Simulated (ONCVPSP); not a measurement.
## indium (In), ONCV: configuration errors across variants

- Element: indium
- Generator: ONCVPSP 4.0.1
- Type: optimised norm-conserving Vanderbilt (ONCV)
- Functional: LDA (Perdew-Wang 92)
- Relativity: scalar-relativistic
- Frozen core: [Ar] 3d10
- Valence charge: 21
- Reference configuration: 4s2 4p6 4d10 5s2 5p1
- Partial waves: 4s+5s: rc 1.30 bohr, ncon 4, nbas 7, qcut 9.7 1/bohr, 2 projectors; 4p+5p: rc 1.20 bohr, ncon 3, nbas 7, qcut 13.7 1/bohr, 2 projectors; 4d: rc 1.60 bohr, ncon 4, nbas 9, qcut 10.1 1/bohr, 2 projectors, debl 1.7 Ha
- Local potential: polynomial inside 0.95 bohr (lpopt 5, dvloc0 0 Ha)
- Core correction: none

All-electron excitation energies from the reference (eV): (1) 4s2 4p6 4d10 5s2 5p0 5.589; (2) 4s2 4p6 4d10 5s1 5p0 25.244; (3) 4s2 4p6 4d9 5s2 5p1 25.229.

1 further variants failed, have other tests or too few solved ones, and are left out.

Errors AE − PS in meV (a dash: test not solved or not reliable):

| change | (1) | (2) | (3) | bound ghosts | GHOST(+) flags above zero |
| --- | --- | --- | --- | --- | --- |
| base | -1.0 | -4.1 | +2.8 | none | s |
| d: qcut 6 | -1.0 | -3.7 | +50 | none | s, d |
| d: qcut 7.1 | -1.0 | -3.9 | +27 | none | s |
| d: qcut 8.5 | -1.0 | -4.0 | +12 | none | s |
| d: qcut 10.5 | -1.0 | -4.1 | -1.0 | none | s |
| d: qcut 11.6 | -1.0 | -4.1 | +0.4 | none | s |
| d: qcut 12.9 | -1.0 | -4.1 | -1.3 | none | s |
| d: qcut 13.9 | -1.0 | -4.2 | 0.0 | none | s |

Problem. Give the same row for: d: qcut 9.2.

Solution. -1.0, -4.1, +7.1; bound ghosts: none; GHOST(+) flags above zero: s.
